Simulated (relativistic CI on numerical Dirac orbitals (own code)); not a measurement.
One change at a time: In45+

Base calculation: Dirac-Coulomb-Breit CI, orbitals from a KLI potential per configuration, QED by a radiative potential, unscaled Slater integrals.

CI space (outside the closed core 1s2): 2s2, 2s 2p, 2p2, 2p 3s, 2p 3p, 2s 3s, 2s 3p, 2s 3d, 2s 4s, 2s 4p, 2s 4d, 2s 4f, 3s2, 3s 3p, 3p2. Levels of other configurations are missing.

Variants: (1) P86 correlation estimate; (2) configuration mixing switched off; (3) one mean potential for all configurations. Shifts of the energy above 2s2 1S_0, in eV, for the lowest level and the first level of each name with at least 55 % of one term (blank where a level changes its place among those of its configuration and J or its character, or is not in the variant):

```
      Level     Base   Δ(1)    Δ(2)   Δ(3)
   2s2 1S_0     0.00   0.00    0.00   0.00
2s 2p 3P°_0    91.68  +0.17   -9.73  +0.04
2s 2p 3P°_1   111.58  +0.17   -9.70  +0.04
   2p2 3P_0   265.64  +0.14  -14.55  +0.22
2s 2p 3P°_2   330.85  +0.17   -9.74  +0.04
2s 2p 1P°_1   389.95  +0.17   -9.65  +0.04
   2p2 3P_1   479.45  +0.14   -9.73  +0.19
   2p2 1D_2   494.02  +0.14   -9.45  +0.19
   2p2 3P_2   727.21  +0.14   -9.55  +0.15
   2p2 1S_0   772.07  +0.14  -14.30  +0.15
 2s 3s 3S_1  4373.77  +0.89   -8.19  +0.01
 2s 3s 1S_0  4392.69  +0.89   -6.24  -0.02
2s 3p 3P°_0  4418.89  +1.08   -9.50  -0.02
2s 3p 3P°_1  4419.76  +1.07   -8.70  -0.01
2s 3p 3P°_2  4489.09  +1.08   -9.64  -0.02
2p 3s 3P°_0  4490.72  +0.49   -9.98  +0.02
 2s 3d 3D_1  4505.19  +0.95   -3.89  +0.01
 2s 3d 3D_2  4514.16  +1.06   -9.16  -0.01
 2s 3d 3D_3  4531.18  +1.06   -9.42   0.00
 2s 3d 1D_2  4543.52  +1.05   -8.55  +0.01
 2p 3p 3P_0  4548.21  +0.70  -11.66  +0.21
 2p 3p 3D_2  4602.42  +0.71  -11.19  +0.07
```

At this charge energies of transitions that change n are usually good to better than 1 %, and those within a shell (Δn = 0) to a few per cent.

Ionisation energy from the two ground configurations alone: base 7747.54 eV; P86 correlation estimate 7749.3 eV. The NIST ASD value (semi-empirical) is 7754 eV.

LS names give the leading component of a level, which can be under half, so a name can repeat, a term be missing and a line seem to break the LS rules.
